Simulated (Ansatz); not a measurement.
Geometry optimisation, RKS PBE/def2-SVP (Ansatz 0.2.0).

Input:

```yaml
crystal:
  periodic: [false, false, false]
  atoms:
    - { symbol: O, position_ang: [-1.5761, 0.7454, -0.7803] }
    - { symbol: B, position_ang: [-0.2073, 0.4544, -0.8242] }
    - { symbol: Ge, position_ang: [0.6522, -0.3269, 0.7955] }
    - { symbol: H, position_ang: [-2.0066, -0.0234, -1.101] }
    - { symbol: H, position_ang: [0.4304, 0.6455, -1.8197] }
    - { symbol: H, position_ang: [-0.3614, -0.461, 1.9421] }
    - { symbol: H, position_ang: [1.2959, -1.7183, 0.4619] }
    - { symbol: H, position_ang: [1.8652, 0.6271, 1.27] }
basis:
  gaussian: { orbitals: def2-SVP }
hamiltonian:
  xc: pbe
relax:
  f_tol: 0.02
  max_steps: 50
```

Command:

```bash
$ ansatz run input.yaml --threads 2 --pin off --max-ram 3072MiB --backend cpu --events-out ev --progress --plain --runs-dir out
```

**Question.** Where does it end, and by what steps?

**Answer.** The run converged. The force dipped under the threshold on the way, but the program's further checks kept it going. After 13 steps the energy has fallen by 0.949 eV; H4 moved furthest, 0.85 Å.

| step | energy less start (eV) | largest force component (eV/Å) | accepted |
| --- | --- | --- | --- |
| 0 | 0.0000 | 1.862 | yes |
| 1 | -0.2059 | 0.991 | yes |
| 2 | -0.3317 | 2.140 | yes |
| 3 | -0.5058 | 2.894 | yes |
| 4 | -0.8549 | 1.292 | yes |
| 5 | -0.9328 | 0.468 | yes |
| 6 | -0.9455 | 0.073 | yes |
| 7 | -0.9479 | 0.036 | yes |
| 8 | -0.9487 | 0.012 | yes |
| 9 | -0.9489 | 0.022 | yes |
| 10 | -0.9490 | 0.026 | yes |
| 11 | -0.9491 | 0.038 | yes |
| 12 | -0.9491 | 0.025 | yes |
| 13 | -0.9491 | 0.011 | yes |

```xyz
8
Properties=species:S:1:pos:R:3
O -1.665 0.399 -0.722
B -0.318 0.256 -0.808
Ge 0.729 -0.344 0.885
H -2.067 0.683 -1.565
H 0.263 0.477 -1.864
H -0.165 -0.569 2.135
H 1.503 -1.668 0.615
H 1.813 0.708 1.266
```

Whether the end is a true minimum wasn't checked by a vibrational analysis.

The run took 13 s on 2 threads of Intel(R) Xeon(R) Platinum 8488C (Sapphire Rapids), with other jobs on the host, peak memory 0.14 GiB.
